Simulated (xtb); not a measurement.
Se(Me)(OSiH3) (CH₆OSeSi), SMILES O([Se]C)[SiH3]. All values are semi-empirical tight-binding results from xtb (GFN2-xTB unless named), good for trends rather than for accurate numbers. The structure is a stationary point at GFN2-xTB. This is a generated structure with no PubChem entry under its InChIKey; it may be hypothetical. One conformer was computed; it need not be the lowest.

Computed properties:
```yaml
orbital_gap: 2.91 eV
zero_point_energy: 39.8 kcal/mol
G − E(el) at 298.15 K (modified RRHO): 19.3 kcal/mol
static polarisability (D4 model): 76.0 bohr³
solvation energy, GFN2-xTB/ALPB(water): -0.2 kcal/mol
solvation energy, GFN2-xTB/ALPB(octanol): -3.0 kcal/mol
```
